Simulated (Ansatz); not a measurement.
Cost and result for the atomization energy of C6H14Cl2Si, SMILES `CC(C)[Si](Cl)(Cl)C(C)C` (23 atoms, 22 bonds).

| atom | x (Å) | y (Å) | z (Å) |
| --- | --- | --- | --- |
| C1 | -0.969 | -1.575 | -1.500 |
| C2 | -1.290 | -1.227 | -0.047 |
| C3 | -2.454 | -0.246 | 0.056 |
| Si4 | 0.264 | -0.690 | 0.855 |
| Cl5 | -0.249 | -0.028 | 2.741 |
| Cl6 | 1.426 | -2.382 | 1.090 |
| C7 | 1.325 | 0.614 | 0.029 |
| C8 | 0.538 | 1.888 | -0.273 |
| C9 | 2.582 | 0.920 | 0.838 |
| H10 | -1.846 | -2.003 | -1.993 |
| H11 | -0.681 | -0.685 | -2.068 |
| H12 | -0.157 | -2.301 | -1.580 |
| H13 | -1.577 | -2.152 | 0.471 |
| H14 | -3.346 | -0.672 | -0.412 |
| H15 | -2.239 | 0.695 | -0.456 |
| H16 | -2.699 | -0.011 | 1.093 |
| H17 | 1.628 | 0.155 | -0.922 |
| H18 | 0.140 | 2.335 | 0.642 |
| H19 | 1.189 | 2.631 | -0.744 |
| H20 | -0.300 | 1.710 | -0.950 |
| H21 | 2.328 | 1.367 | 1.803 |
| H22 | 3.214 | 1.633 | 0.299 |
| H23 | 3.174 | 0.024 | 1.030 |

The species carries charge 0 and has multiplicity 1. All single points use the PBE0-D4/def2-TZVP geometry. It is one conformer, not always the lowest. Program: Ansatz. All runs use 6 threads of an AMD EPYC 7R13 on a shared host and a share of an NVIDIA H100 80 GB. Times are those of one run each, without the atoms' runs, and a repeat can differ threefold. Electronic energies, without spin–orbit coupling; frozen cores. CCSD(T)/CBS adds CCSD(T) − MP2 in def2-TZVPP to the MP2 limit, and its time is that of the two runs behind it. T1 = 0.009. B3LYP takes the VWN-RPA correlation (the form of Gaussian; ORCA's B3LYP/G).

CCSD(T)/CBS is a level of theory with its own doubt, some kJ/mol a heavy atom from the limit and from the frozen cores, so smaller differences don't rank the functionals.

```
                             level  functions  wall time
                 B2PLYP/def2-TZVPP        508      5.5 s
                    MP2/def2-QZVPP        972      9.5 s
  ωB97M-V/def2-TZVPP (with forces)        508       12 s
   PBE-D4/def2-TZVPP (with forces)        508       13 s
                PBE0-D4/def2-TZVPP        508       18 s
 B3LYP-D4/def2-TZVPP (with forces)        508       27 s
                ωB97X-V/def2-TZVPP        508       29 s
r2SCAN-D4/def2-TZVPP (with forces)        508       32 s
                CCSD(T)/def2-TZVPP        508       49 s
                 CCSD(T)/CBS(def2)          –       58 s
```

What atomization energy does each give, and how far from CCSD(T)/CBS? (An estimate is asked.)

Computed: 
```tsv
level	atomization (kJ/mol)	difference from CCSD(T)/CBS	per bond
B2PLYP/def2-TZVPP	8852.5	-117.7	-5.4
MP2/def2-QZVPP	9003.5	33.3	1.5
ωB97M-V/def2-TZVPP (with forces)	9003.4	33.2	1.5
PBE-D4/def2-TZVPP (with forces)	9107.9	137.7	6.3
PBE0-D4/def2-TZVPP	9028.9	58.7	2.7
B3LYP-D4/def2-TZVPP (with forces)	8952.4	-17.8	-0.8
ωB97X-V/def2-TZVPP	8991.2	21.0	1.0
r2SCAN-D4/def2-TZVPP (with forces)	8997.9	27.7	1.3
CCSD(T)/def2-TZVPP	8769.8	-200.4	-9.1
CCSD(T)/CBS(def2)	8970.2	0.0	0.0
```

In def2-TZVPP, CCSD(T) changes the Hartree–Fock value by +1966.3 kJ/mol (the triples alone add +114.8 kJ/mol) and MP2 by +2082.9 kJ/mol; breaking electron pairs costs correlation energy, which Hartree–Fock lacks. The D4 term adds +114.7 kJ/mol with B3LYP and +62.6 kJ/mol with PBE0; it sums over pairs of atoms, weighted by their polarisabilities, and B3LYP, whose exchange is more repulsive, gets the larger term. From PBE to PBE0 (25 % exact exchange), in def2-TZVPP and without D4, the atomization energy moves by −69.4 kJ/mol: exact exchange takes away binding that semilocal exchange gives to molecules.
